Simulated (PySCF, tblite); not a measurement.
Isomers of C6H11FSi2. Method: GFN2-xTB as coded in tblite; computed harmonic values from a numerical Hessian at the method's own geometry, unscaled. The method is semi-empirical: single wavenumbers can be off by several per cent or more. Modes of hydrogen on silicon can be 10 to 20 % off. One conformer each.

Electronic energies: PBE0/pcSseg-1 single points on the GFN2-xTB geometries (PySCF, gas phase).

```json
{"SMILES": "C#C[SiH2][Si@H]1C[C@H](CF)C1", "electronic energy, lowest = 0 (kcal/mol)": "32.8"}
{"SMILES": "C#C[Si@@H]1[SiH2][C@H](CC)[C@H]1F", "electronic energy, lowest = 0 (kcal/mol)": "33.9"}
{"SMILES": "C#C[C@@H]([SiH3])[SiH2]/C=C\\CF", "electronic energy, lowest = 0 (kcal/mol)": "43.5"}
{"SMILES": "C=C[C@@H]1[SiH2]C=C[SiH2][C@@H]1F", "electronic energy, lowest = 0 (kcal/mol)": "9.4"}
{"SMILES": "CC#C[Si@@H]1C[SiH2][C@@H](F)C1", "electronic energy, lowest = 0 (kcal/mol)": "0.0"}
```

Problem. How do GFN2-xTB zero-point energies change the relative energies?

Solution. 
```json
{"SMILES": "CC#C[Si@@H]1C[SiH2][C@@H](F)C1", "ZPE (kcal/mol)": "90.8", "of it from modes above 1550 cm⁻¹": "47.1", "electronic (kcal/mol)": "0.0", "with ZPE, lowest = 0 (kcal/mol)": "0.0", "lowest mode (cm⁻¹)": "4", "rings": "1"}
{"SMILES": "C=C[C@@H]1[SiH2]C=C[SiH2][C@@H]1F", "ZPE (kcal/mol)": "89.7", "of it from modes above 1550 cm⁻¹": "47.7", "electronic (kcal/mol)": "9.4", "with ZPE, lowest = 0 (kcal/mol)": "8.3", "lowest mode (cm⁻¹)": "54", "rings": "1"}
{"SMILES": "C#C[SiH2][Si@H]1C[C@H](CF)C1", "ZPE (kcal/mol)": "90.9", "of it from modes above 1550 cm⁻¹": "47.0", "electronic (kcal/mol)": "32.8", "with ZPE, lowest = 0 (kcal/mol)": "33.0", "lowest mode (cm⁻¹)": "8", "rings": "1"}
{"SMILES": "C#C[Si@@H]1[SiH2][C@H](CC)[C@H]1F", "ZPE (kcal/mol)": "91.0", "of it from modes above 1550 cm⁻¹": "47.1", "electronic (kcal/mol)": "33.9", "with ZPE, lowest = 0 (kcal/mol)": "34.1", "lowest mode (cm⁻¹)": "26", "rings": "1"}
{"SMILES": "C#C[C@@H]([SiH3])[SiH2]/C=C\\CF", "ZPE (kcal/mol)": "86.0", "of it from modes above 1550 cm⁻¹": "47.7", "electronic (kcal/mol)": "43.5", "with ZPE, lowest = 0 (kcal/mol)": "38.8", "lowest mode (cm⁻¹)": "35", "rings": "0"}
```

The zero-point energies span 5.0 kcal/mol, from `C#C[C@@H]([SiH3])[SiH2]/C=C\CF` to `C#C[Si@@H]1[SiH2][C@H](CC)[C@H]1F`. The order is unchanged.

Problem. And how do the electronic energies of GFN2-xTB itself compare?

Solution. `CC#C[Si@@H]1C[SiH2][C@@H](F)C1` 0.9; `C=C[C@@H]1[SiH2]C=C[SiH2][C@@H]1F` 0.0; `C#C[SiH2][Si@H]1C[C@H](CF)C1` 21.0; `C#C[Si@@H]1[SiH2][C@H](CC)[C@H]1F` 22.0; `C#C[C@@H]([SiH3])[SiH2]/C=C\CF` 23.3 kcal/mol, lowest = 0. Against the energies above, taken from the same isomer `CC#C[Si@@H]1C[SiH2][C@@H](F)C1`, the largest difference is 21.1 kcal/mol.

Problem. What do entropy and thermal enthalpy add at 298.15 K and 1 bar (rigid rotor, harmonic oscillator, one conformer each)?

Solution. 
```csv
SMILES,point group,symmetry number,S (cal/(mol K)),H − H(0) (kcal/mol),ZPE + H − H(0) − TS (kcal/mol)
C=C[C@@H]1[SiH2]C=C[SiH2][C@@H]1F,C1,1,104.0,7.73,66.4
C#C[Si@@H]1[SiH2][C@H](CC)[C@H]1F,C1,1,110.4,8.44,66.5
C#C[C@@H]([SiH3])[SiH2]/C=C\CF,C1,1,115.9,8.92,60.4
```

Not tabulated: `CC#C[Si@@H]1C[SiH2][C@@H](F)C1` (lowest mode only 4 cm⁻¹); `C#C[SiH2][Si@H]1C[C@H](CF)C1` (lowest mode only 8 cm⁻¹).
